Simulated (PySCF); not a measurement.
Pd²⁺: ionisation energy

Pd²⁺ [Kr] 4d8 [4d3/2^4 4d5/2^4, M_J = 4] → Pd³⁺ [Kr] 4d7 [4d3/2^4 4d5/2^3, M_J = 9/2], as a difference of total energies. Computed with PySCF 2.14 in x2c-TZVPall-2c (8s9p7d1f, 77 functions), with the two-component X2C-1e Hamiltonian. Correlated levels: [Ar] 3d10 frozen; the 6 highest virtual spinors dropped. "Screened" scales the spin-orbit matrix elements by Boettger's factors to mimic the two-electron term; Breit and QED terms are absent.

| method | ionisation energy (eV) | difference from reference (eV) |
| --- | --- | --- |
| GHF (spin-free) | 31.161 | -1.769 |
| GMP2 (spin-free) | 32.356 | -0.574 |
| GHF (screened spin-orbit) | 31.093 | -1.837 |
| GMP2 (screened spin-orbit) | 32.286 | -0.644 |

Reference: 32.93 eV (semi-empirical (NIST evaluation); NIST Atomic Spectra Database, ionization energies).

The spin-free rows relax to the high-spin LS determinant and lack the spin-orbit shift.

Errors of the correlated levels include the incompleteness of this basis and the frozen core.

The labels give the starting determinants; with spin-orbit coupling the two ends relaxed to ⟨J²⟩ = 20.01, ⟨L²⟩ = 12.06, ⟨S²⟩ = 2.00 and ⟨J²⟩ = 24.76, ⟨L²⟩ = 12.21, ⟨S²⟩ = 3.69.
